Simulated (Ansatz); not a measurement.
Ansatz (a quantum-chemistry and plane-wave program) input (CCSD(T)/aug-cc-pV(D+d)Z):
A basis named .json is the Basis Set Exchange file of that set.

Ansatz 0.2 input:
```yaml
crystal:
  periodic: [false, false, false]
  atoms:
    - {symbol: B, position_ang: [-0.00550880, 0.35701391, 0.00372304]}
    - {symbol: F, position_ang: [-0.02578450, 1.67103857, 0.01742605]}
    - {symbol: Cl, position_ang: [-1.51690204, -0.51801619, -0.03810396]}
    - {symbol: Cl, position_ang: [1.53217289, -0.47165538, 0.02778339]}
basis:
  gaussian:
    orbitals: aug-cc-pV_D+d_Z.json
magnetization: {spin_polarized: false}
correlation: {method: ccsd_t, electrons: outside_noble_gas}
output: {forces: true}
```

Output:

```
Functional definition: HF
integrals: 0.16 GiB planned
1039 factors; integrals over basis functions are off by at most 4.9e-4 eV
mean field: 0.43 GiB planned
mean field evaluation 1: about -28387.6926 eV, gradient 2.7e1 eV
mean field evaluation 2: about -28387.8806 eV, gradient 2.7e1 eV
mean field evaluation 4: about -28389.5202 eV, gradient 2.2e0 eV
mean field evaluation 8: about -28389.5471 eV, gradient 2.1e-1 eV
mean field evaluation 16: about -28387.6919 eV, gradient 2.7e1 eV
mean field -28389.54722624 eV, -1043.2966174381 hartree, gradient 4.7e-6 eV, S^2 0.000000; 0 other end points of the search recorded, 0 dependent functions left out
12 core orbitals not correlated
reference -28389.54722624 eV, -1043.2966174381 hartree; 12, 12 occupied and 86, 86 virtual orbitals, 1039 factors
densities: 0.77 GiB planned
second order -15.79020376 eV of doubles, -0.00000000 eV of singles
coupled cluster: 0.48 GiB planned
cycle   1  -16.15369131 eV  change   -3.6e-1 eV  update   9.0e-2
cycle   2  -16.47115510 eV  change   -3.2e-1 eV  update   2.5e-2
cycle   3  -16.54941265 eV  change   -7.8e-2 eV  update   1.4e-2
cycle   4  -16.54629988 eV  change    3.1e-3 eV  update   3.2e-3
cycle   5  -16.54325505 eV  change    3.0e-3 eV  update   1.2e-3
cycle   6  -16.54327405 eV  change   -1.9e-5 eV  update   3.5e-4
cycle   7  -16.54324269 eV  change    3.1e-5 eV  update   7.9e-5
cycle   8  -16.54323706 eV  change    5.6e-6 eV  update   2.5e-5
cycle   9  -16.54324407 eV  change   -7.0e-6 eV  update   8.7e-6
perturbative correction -0.50683392 eV, -0.0186258029 hartree
the calculation of the forces begins
Total energy: -28406.59730423 eV, -1043.9231962473 hartree
Atom 0 at    -0.005509     0.357014     0.003723 Å, force     0.016817    -1.089868    -0.011365 eV/Å
Atom 1 at    -0.025784     1.671039     0.017426 Å, force    -0.020850     1.351239     0.014091 eV/Å
Atom 2 at    -1.516902    -0.518016    -0.038104 Å, force    -0.252211    -0.134551    -0.006856 eV/Å
Atom 3 at     1.532173    -0.471655     0.027783 Å, force     0.256244    -0.126820     0.004131 eV/Å
Dipole moment:     0.000829    -0.053700    -0.000560 e Å
```
